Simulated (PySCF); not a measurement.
A structure optimised at PBE-D3(BJ)/def2-SVPD, used in a PySCF frequency run:

```
Al
Cl 1 2.1868
Cl 1 2.1868 2 109.47
Cl 1 2.1868 2 109.47 3 -120.00
Cl 1 2.1868 2 109.47 3 120.00
```
Charge -1, spin multiplicity 1.

Write its SMILES, formula and point group.

[Cl][Al-]([Cl])([Cl])[Cl], AlCl4, Td

What are its rotational constants (standard atomic weights)?

1.1179, 1.1179, 1.1179 GHz
